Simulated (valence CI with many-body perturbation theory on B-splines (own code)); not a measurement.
**E1 line list for Ca XVI**

Calculated by valence CI with perturbative core correlation (CI+MBPT): three valence electrons over a frozen Dirac-Fock core [He], a basis of 11 s, 11 p, 10 d, 8 f, 5 g, 2 h functions for each j, with the one-electron correlation potential Σ1, the two-electron term Σ2, the three-electron term Σ3, Breit, model QED; selected CI, second order for the rest, scaled by the run's own slope (own B-spline code, finite nucleus).

No measured levels were compared; by estimate levels of excited configurations hold to 0.05 to 0.15 % of their energy, terms of the ground configuration to about 0.5 %.

Lines 201 to 250 of 560 in falling wavelength, among levels below 816.83 eV, chosen from the strongest by gf and those to the six lowest levels. Wavelengths and rates use the calculated energies, so an error of 500 cm⁻¹ moves a line at 70.49 Å by 0.035 % and its rate by three times that or more. Electric multipoles are in the length gauge, E1 and E2 with the static RPA response of the core. Weak lines are less certain than strong ones. Lines between different terms over intervals too small for the method are left out, as are lines whose strength nearly cancels. Where a level lies close to another of its J and parity, the split of strength between their lines is uncertain. The highest levels of a list are the least certain.

Names give the largest LS component (configuration and term), which can be under half, so a name can repeat, a term be missing and a line seem to break the LS rules; names also repeat where a configuration has a term twice. Letters in brackets count levels of one name in rising energy.

```tsv
λ vac (Å)	Upper	Lower	A (s⁻¹)	log gf	Branch %
70.49	2s2p4f ⁴G_5/2 [a]	2s2p3d ⁴D°_3/2	7.22e+10	-0.49	7.5
70.37	2s2p4f ⁴G_5/2 [a]	2s2p3d ⁴P°_5/2 [a]	3.00e+10	-0.87	3.1
70.34	2s2p4s ²P°_1/2 [b]	2s2p3p ²P_3/2 [b]	8.92e+10	-0.88	18.2
70.34	2s2p4f ⁴G_5/2 [b]	2s2p3d ²D°_3/2 [a]	3.93e+11	0.24	41.3
70.33	2s2p4f ⁴F_7/2 [a]	2s2p3d ⁴P°_5/2 [a]	4.61e+11	0.44	48.5
70.15	2s2p4s ²P°_3/2 [b]	2s2p3p ²D_5/2 [b]	9.27e+10	-0.56	19.7
70.14	2s2p4f ⁴F_5/2 [b]	2s2p3d ⁴P°_3/2	3.13e+11	0.14	32.6
70.11	2s2p4f ⁴F_7/2 [b]	2s2p3d ⁴P°_5/2 [b]	2.15e+11	0.10	22.4
70.11	2s2p4f ⁴D_3/2	2s2p3d ⁴P°_1/2	2.75e+11	-0.09	28.6
70.06	2s²4s ²S_1/2	2s²3p ²P°_3/2	1.29e+11	-0.72	26.2
70.05	2s2p4f ⁴F_3/2	2s2p3d ⁴D°_1/2	5.51e+11	0.21	57.2
70.02	2s2p4f ⁴F_5/2 [b]	2s2p3d ⁴P°_5/2 [b]	1.74e+11	-0.12	18.1
70.02	2s2p4f ⁴D_1/2	2s2p3d ⁴P°_1/2	7.31e+11	0.03	75.7
70.02	2s2p4f ⁴F_3/2	2s2p3d ⁴D°_3/2	1.24e+11	-0.44	12.9
70.00	2s2p4f ⁴D_3/2	2s2p3d ⁴P°_3/2	4.67e+11	0.14	48.5
70.00	2s2p4f ²F_7/2 [b]	2s2p3d ⁴P°_5/2 [b]	3.52e+11	0.32	37.2
69.98	2s2p4f ⁴F_3/2	2s2p3s ²P°_3/2 [b]	7.93e+10	-0.63	8.2
69.97	2s2p4f ⁴F_5/2 [a]	2s2p3d ⁴D°_3/2	2.99e+11	0.12	31.0
69.95	2s2p4f ⁴F_3/2	2s2p3s ²P°_1/2 [b]	8.17e+10	-0.62	8.5
69.95	2s2p4f ²D_5/2	2s2p3d ⁴P°_3/2	1.38e+11	-0.22	14.5
69.93	2s2p4f ⁴F_5/2 [a]	2s2p3s ²P°_3/2 [b]	3.45e+11	0.18	35.8
69.92	2s2p4f ⁴D_1/2	2s2p3d ⁴P°_3/2	1.99e+11	-0.53	20.6
69.89	2s2p4s ²P°_3/2 [b]	2s2p3p ²D_3/2 [b]	4.57e+10	-0.87	9.7
69.89	2s2p4f ⁴D_3/2	2s2p3d ⁴P°_5/2 [b]	6.98e+10	-0.69	7.2
69.88	2s²4f ²F°_5/2	2s²3d ²D_5/2	6.39e+10	-0.55	6.6
69.85	2s²4f ²F°_7/2	2s²3d ²D_5/2	9.59e+11	0.75	99.2
69.85	2s2p4f ⁴F_5/2 [a]	2s2p3d ⁴P°_5/2 [a]	8.19e+10	-0.44	8.5
69.84	2s2p4f ²F_7/2 [a]	2s2p3d ⁴P°_5/2 [a]	1.70e+11	0.00	17.8
69.83	2s2p4f ²D_5/2	2s2p3d ⁴P°_5/2 [b]	1.84e+11	-0.09	19.4
69.80	2s2p4s ⁴P°_3/2	2s2p3p ⁴D_5/2	7.69e+10	-0.65	15.4
69.77	2s2p4f ⁴G_5/2 [b]	2s2p3d ⁴D°_3/2	4.38e+10	-0.72	4.6
69.76	2s2p4f ²D_3/2	2s2p3d ⁴P°_3/2	5.39e+10	-0.80	5.8
69.74	2s²4f ²F°_5/2	2s²3d ²D_3/2	8.97e+11	0.59	92.6
69.64	2s2p4f ⁴F_9/2 [b]	2s2p3d ⁴D°_7/2	5.98e+11	0.64	62.1
69.63	2s2p4f ²G_7/2	2s2p3d ⁴P°_5/2 [a]	2.40e+11	0.14	25.9
69.62	2s2p4f ⁴F_7/2 [b]	2s2p3d ⁴D°_7/2	2.03e+11	0.07	21.2
69.59	2s2p4s ⁴P°_5/2	2s2p3p ⁴D_7/2	8.25e+10	-0.44	15.8
69.53	2s2p4f ⁴F_5/2 [b]	2s2p3d ⁴D°_7/2	3.56e+10	-0.81	3.7
69.51	2s2p4f ²F_7/2 [b]	2s2p3d ⁴D°_7/2	7.91e+10	-0.34	8.4
69.50	2s2p4f ⁴F_7/2 [b]	2s2p3d ²D°_5/2 [a]	3.02e+11	0.24	31.5
69.41	2s2p4f ⁴F_5/2 [b]	2s2p3d ²D°_5/2 [a]	1.95e+11	-0.07	20.3
69.39	2s2p4f ²F_7/2 [b]	2s2p3d ²D°_5/2 [a]	1.14e+11	-0.18	12.1
69.16	2s2p4f ⁴F_5/2 [b]	2s2p3d ²D°_3/2 [a]	7.12e+10	-0.51	7.4
68.97	2s2p4f ²D_5/2	2s2p3d ²D°_3/2 [a]	9.28e+10	-0.40	9.8
68.88	2s2p4f ⁴F_9/2 [a]	2s2p3d ⁴F°_7/2	6.93e+11	0.69	72.8
68.85	2s2p4f ²F_7/2 [a]	2s2p3d ⁴F°_7/2	4.50e+10	-0.59	4.7
68.83	2s2p4f ⁴F_7/2 [a]	2s2p3d ⁴F°_5/2	3.76e+11	0.33	39.7
68.80	2s2p4f ²D_3/2	2s2p3d ²D°_3/2 [a]	7.80e+10	-0.65	8.4
68.66	2s2p4f ²G_7/2	2s2p3d ⁴F°_7/2	6.41e+10	-0.44	6.9
68.55	2s2p4f ⁴G_5/2 [a]	2s2p3d ⁴F°_3/2	6.59e+11	0.44	68.4
```

(1) How does gf follow from A for the line at 68.66 Å?

Answers

(1) gf = 1.4992 × (2J+1)_upper × A / σ², with σ = 1456511 cm⁻¹ and 2J+1 = 8: gf = 0.362.
